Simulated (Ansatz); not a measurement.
System: CH$_{9}$ClNSi$_{2}$ (charge +1, singlet). It need not be the lowest isomer of its formula. 
Coordinates optimised at B3LYP-D3(BJ)/def2-TZVP (Ansatz, a program for electronic structure):
```xyz
14

Si     0.5736     0.2747    -0.4891
C      1.4224    -1.3542    -0.4334
Cl     1.5316     1.7519     0.5121
N     -1.0398     0.0888     0.4665
Si    -2.1930    -1.2918    -0.0578
H      0.0886     0.7305    -1.7964
H      0.8588    -2.1224    -0.9671
H      2.3954    -1.2604    -0.9213
H      1.5970    -1.6858     0.5918
H     -0.8163    -0.0167     1.4598
H     -3.4945    -0.9348     0.5197
H     -1.5740    -2.4908     0.5195
H     -2.1431    -1.2412    -1.5251
H     -1.5335     0.9835     0.4061
```
Charge +1, spin multiplicity 1.

Basis-set convergence of Hartree-Fock and CCSD correlation energies (hartree) with Ansatz. Valence correlation only, unless marked. No spin-orbit coupling. Non-relativistic.

```json
[
 {"basis": "cc-pV(D+d)Z", "functions": "142", "E(HF)": "-1134.82395", "E(corr, CCSD)": "-0.72658"},
 {"basis": "cc-pV(T+d)Z", "functions": "303", "E(HF)": "-1134.90258", "E(corr, CCSD)": "-0.89378"},
 {"basis": "cc-pV(Q+d)Z", "functions": "572", "E(HF)": "-1134.92015", "E(corr, CCSD)": "-0.94808"}
]
```

Extrapolating the two largest sets (X = 3 and 4) as X^-3: E(corr) = (64·(-0.94808) - 27·(-0.89378))/37 = -0.9877 Eh, an estimate of the basis-set limit. The largest set recovers 96.0 % of it, the smallest 73.6 %.
